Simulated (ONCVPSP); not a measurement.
## What one change does to a pseudopotential (Sn, ONCV)

* Element: Sn (Z = 50)
* Generator: ONCVPSP 4.0.1
* Type: optimised norm-conserving Vanderbilt (ONCV)
* Functional: PBEsol
* Relativity: fully relativistic
* Frozen core: [Kr]
* Valence charge: 14
* Reference configuration: 4d10 5s2 5p1.5 (charge +0.5)
* Partial waves: 5s: rc 2.15 bohr, ncon 5, nbas 8, qcut 2.7 1/bohr, 2 projectors, debl 1.4 Ha; 5p: rc 2.70 bohr, ncon 4, nbas 8, qcut 2.7 1/bohr, 2 projectors, debl 0.7 Ha; 4d: rc 1.60 bohr, ncon 3, nbas 7, qcut 9.3 1/bohr, 2 projectors, debl 0.8 Ha
* Local potential: polynomial inside 1.10 bohr (lpopt 3, dvloc0 0 Ha)
* Core correction: Teter function, fcfact 5.25, rcfact 1.8

Open shells are filled in proportion to 2j + 1.

In the d channel the program set the typed energies aside and used -1.071, 0.250 Ha (j = l + 1/2; the other j can differ).

Change: reference 4d10 5s2 5p2. In the d channel the program set the typed energies aside and used -0.932, 0.250 Ha (j = l + 1/2; the other j can differ).

Cutoffs: the cutoffs (Ha) at which the residual kinetic energy of the hardest occupied pseudo-wave falls to 1 and 0.1 mHa per electron; they do not see the model core or the augmentation charge, which bear on the density cutoff. Errors are all-electron minus pseudo energies relative to the spin-unpolarised reference configuration.

Task: What does the change do?

Result: The potential gets neither clearly harder nor softer (33 Ha and 37 Ha → 33 Ha and 37 Ha); both files keep a bound ghost (s); the lowest positive-energy flag moves from p3/2 at 4.6 eV to p3/2 at 7.7 eV.

| quantity | base | changed |
| --- | --- | --- |
| cutoff, loose | 33 Ha | 33 Ha |
| cutoff, tight | 37 Ha | 37 Ha |
| loose cutoff by channel | s 22 Ha, p 3.5 Ha, d 33 Ha | s 22 Ha, p 3.2 Ha, d 33 Ha |
| bound ghosts | s | s |
| GHOST(+) flags under 300 eV | p3/2 at 4.6 eV, p1/2 at 11.3 eV | p3/2 at 7.7 eV, p1/2 at 14.6 eV |
| largest error over its own tests, meV | -490 | -137 |
| s: phases at 2.18 bohr within 0.05 rad from the reference energy up to (Ha; the scan ends near 5) | 3.0 | 3.1 |
| p3/2: phases at 2.74 bohr within 0.05 rad from the reference energy up to (Ha; the scan ends near 5) | 2.0 | 2.2 |
| p1/2: phases at 2.74 bohr within 0.05 rad from the reference energy up to (Ha; the scan ends near 5) | 1.8 | 2.0 |
| d5/2: phases at 1.63 bohr within 0.05 rad from the reference energy up to (Ha; the scan ends near 5) | to the end of the scan | to the end of the scan |
| d3/2: phases at 1.63 bohr within 0.05 rad from the reference energy up to (Ha; the scan ends near 5) | to the end of the scan | to the end of the scan |
| rms error of d²Exc/dni dnj with the model core, mHa | 2.81 | 2.74 |

 A true bound ghost makes a file unfit for plane-wave use even where its test errors are small: the radial tests pick states by their node count and pass the ghost by.
